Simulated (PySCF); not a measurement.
**Calculated NMR parameters of CC(C)[C@@H]1[SiH2][C@@H]1F**

- Formula: C5H11FSi
- SMILES: CC(C)[C@@H]1[SiH2][C@@H]1F
- Point group of the computed structure: C1
- Degrees of unsaturation: 1
- Carbon signals: 5
- Proton signals: 7

Mapped SMILES: `[CH3:1][CH:2]([CH3:3])[C@@H:4]1[SiH2:5][C@@H:6]1[F:7]` (H(Xn): hydrogen on atom n). Ha(Si5) is cis to C2 on the ring; Hb(Si5) is trans to C2 on the ring.

- PBE0/pcSseg-1 with gauge-including orbitals
- geometry: GFN2-xTB
- code: PySCF 2.14
- isolated molecule, one computed conformer, non-relativistic, averaged over atoms made equivalent by symmetry, fast rotation or ring inversion

Scale: 1H (σref 31.72) and 13C (σref 186.93) and 29Si (σref 349.16) vs TMS; CFCl3 for 19F (σref 170.95) (reference shieldings calculated alike).

| carbon | δC, type | δH (multiplicity) | HMBC from (2–3 bonds) | span of the C tensor (ppm) |
| --- | --- | --- | --- | --- |
| C1 | 28.3, CH3 | 1.24 (d) | H(C2), H(C3), H(C4) | 51 |
| C2 | 28.7, CH | 1.70 (m) | H(C6), Ha(Si5), Hb(Si5), H(C3), H(C1), H(C4) | 19 |
| C3 | 26.9, CH3 | 1.26 (d) | H(C2), H(C1), H(C4) | 42 |
| C4 | 29.5, CH | 0.92 (m) | H(C6), Ha(Si5), Hb(Si5), H(C2), H(C3), H(C1) | 72 |
| C6 | 81.3, CH | 5.53 (m) | Ha(Si5), Hb(Si5), H(C2), H(C4) | 151 |

Other nuclei:
```csv
atoms,nucleus,environment,δ (ppm),σ (ppm)
Ha(Si5),1H,"hydrogen on a silicon bonded to 2 C, in a 3-membered ring",2.74,28.97
Hb(Si5),1H,"hydrogen on a silicon bonded to 2 C, in a 3-membered ring",2.55,29.17
F7,19F,fluorine on an sp3 carbon,-278.7,449.7
Si5,29Si,"silicon bonded to 2 C, 2 H, in a 3-membered ring",-145.9,495.1
```

- Carbon types of the structure: 3 × CH, 2 × CH3, leaving 2 H on heteroatoms.
- δC 81.3, 29.5: three-membered-ring carbon.
- δC 28.7: sp3 CH; aliphatic region, no heteroatom directly attached.
- δC 28.3, 26.9: methyl carbon; a saturated carbon with 1 carbon neighbour and no heteroatom attached.
- δH 5.53, 0.92: hydrogen on a three-membered-ring carbon.
- δH 1.26, 1.24: hydrogen on a methyl carbon; far from electronegative atoms and π systems.

Splittings by 19F in the carbon and heteronuclear signals aren't shown, as no couplings were computed. Shifts are as computed. Against solution values, carbons near 30 ppm lie about +3 ppm off and those near 130 ppm about +5 ppm. Of 1309 compounds with measured shifts, 239 miss one by over three times the rms of a fit or turn the order of signals round; such compounds aren't used in these exercises. Unscaled 19F shifts against computed CFCl3 carry errors that often reach 10 to 50 ppm. No couplings were computed; multiplicities are counted from neighbouring protons, with m where these are inequivalent, close in shift, in a saturated or five-membered ring or joined by F or P, and br s for small geminal =CH2 splittings.
